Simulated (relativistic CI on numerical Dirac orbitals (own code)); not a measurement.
**Magnetism of Rh²⁺, 4d7, in a crystal field**

Calculated by Dirac-Coulomb-Breit CI, KLI orbitals optimised for each configuration, QED by a radiative potential, valence Slater integrals scaled by 0.9, one configuration in a parametric crystal field (own radial code). With so little scaling, terms lie 10 to 35 % too far apart, which can change the order of excited levels.

Field parameters in Wybourne normalisation: D3d B²₀ = −7Dσ, B⁴₀ = −14Dq − 21Dτ, B⁴₃ = −14√(10/7) Dq. The field is a parameter set, without covalency.

S is read from ⟨S²⟩ = S(S + 1).

Powder χT (cm³ K mol⁻¹) by Van Vleck's formula, with temperature-independent terms:

```
                                       Field    2 K    5 K   10 K   20 K   50 K  100 K  200 K  300 K
D3d, 10Dq = 18250, Dσ = -1200, Dτ = 360 cm⁻¹  0.101  0.107  0.117  0.136  0.193  0.286   0.42  0.495
 D3d, 10Dq = 18250, Dσ = -980, Dτ = 360 cm⁻¹  0.112  0.118  0.128  0.148  0.209  0.305  0.437  0.508
 D3d, 10Dq = 18250, Dσ = -760, Dτ = 360 cm⁻¹  0.124   0.13  0.141  0.162  0.226  0.326  0.456  0.523
 D3d, 10Dq = 18250, Dσ = -550, Dτ = 360 cm⁻¹  0.136  0.143  0.154  0.177  0.246   0.35  0.475  0.537
 D3d, 10Dq = 18250, Dσ = -330, Dτ = 360 cm⁻¹   0.15  0.158   0.17  0.195  0.269  0.377  0.497  0.554
 D3d, 10Dq = 18250, Dσ = -110, Dτ = 360 cm⁻¹  0.165  0.173  0.187  0.214  0.296  0.408   0.52  0.571
  D3d, 10Dq = 18250, Dσ = 110, Dτ = 360 cm⁻¹  0.182  0.191  0.206  0.236  0.326  0.441  0.543  0.589
  D3d, 10Dq = 18250, Dσ = 330, Dτ = 360 cm⁻¹  0.199   0.21  0.227  0.262  0.362  0.477  0.566  0.606
```

Question: For D3d, 10Dq = 18250, Dσ = 330, Dτ = 360 cm⁻¹: what effective moment follows at 300 K?

Answer: μ_eff = √(8χT) = 2.20 μB. The ground level has S = 0.69; the spin-only moment for S = 1/2 is 1.73 μB. The difference comes from the orbital moment, spin-orbit mixing of terms and temperature-independent paramagnetism, all larger in this ionic model than in covalent complexes.
